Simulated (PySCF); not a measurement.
## How methods differ on the ionisation energy of Ca

Ca [Ar] 4s2 (1S) → Ca+ [Ar] 4s1 (2S), as a difference of total energies. Calculation: PySCF 2.14, in x2c-SVPall (5s3p2d, 24 functions); scalar relativity by spin-free X2C-1e. Correlated levels: valence: [Ar] frozen. The calculations carry no spin-orbit coupling.

| method | ionisation energy (eV) | error (eV) |
| --- | --- | --- |
| UHF | 5.151 | -0.962 |
| PBE0 | 6.075 | -0.038 |
| TPSS | 6.054 | -0.059 |
| MP2 (valence) | 5.620 | -0.493 |
| SCS-MP2 (valence) | 5.714 | -0.399 |
| CCSD (valence) | 5.881 | -0.232 |

Reference: 6.113 eV (measured; NIST Atomic Spectra Database, ionization energies).

Errors of the correlated levels include the incompleteness of this basis and the frozen core.

With two correlated electrons CCSD is exact in that space.

The coupled-cluster amplitudes are large for Ca (T1 above 0.03 or a double amplitude above 0.15), so a single reference is strained.
